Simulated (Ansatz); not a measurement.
`ClC[CH2][GeH3]` → `CCCl` + `[GeH2]` at 700 K and 1 bar (germylene formation by 1,1-elimination).

Program: Ansatz. Geometries: PBE0-D4/def2-TZVP. ΔE: electronic, gas phase. CCSD(T)/CBS adds triple-zeta CCSD(T) − MP2 to the extrapolated MP2 energy (def2 sets, frozen cores). For Ge outer-core shells are correlated without core-valence functions, which leaves a few kJ/mol of doubt a bond. Scalar relativity is left out up to krypton. One conformer a species, not always the lowest.

```tsv
species	CCSD(T)/CBS energy (Eh)	H − E (kJ/mol)	S (J/(mol·K))
`ClC[CH2][GeH3]`	-2616.20171	285.3	455.6
`CCCl`	-538.89655	222.9	345.6
`[GeH2]`	-2077.24753	54.8	253.9
```

H − E and S are ideal-gas, rigid-rotor, harmonic terms from PBE0-D4/def2-TZVP, for one conformer and one mirror image of each species. 1 Eh = 2625.50 kJ/mol, R = 8.31446 J/(mol·K).

Problem. By hand: ΔE, ΔH, ΔS and ΔG.

Solution. ΔE = (-538.89655) + (-2077.24753) − (-2616.20171) = 0.05763 Eh = 151.3 kJ/mol. Δ(H − E) = 222.9 + 54.8 − 285.3 = -7.6, so ΔH = 143.7 kJ/mol. ΔS = 345.6 + 253.9 − 455.6 = 143.9 J/(mol·K). ΔG = 143.7 − 700 × (143.9)/1000 = 43.0 kJ/mol.

Problem. By hand: the equilibrium constant, and the temperature at which ΔG would vanish if ΔH and ΔS stayed fixed.

Solution. log₁₀ K = −ΔG/(RT ln 10) = -3.2. ΔG = 0 at ΔH/ΔS = 999 K.

The number of gas molecules changes by +1, which sets the sign of ΔS. A doubt of 5 kJ/mol in ΔE shifts log₁₀ K by 0.4 here. Other conformers and mirror images would add mixing entropy, several J/(mol·K) or more a flexible species. These are equilibria of isolated gas molecules and say nothing of rates. Largest T1 diagnostic: 0.012 (customary marks: 0.02 for closed shells, 0.045 for open ones).
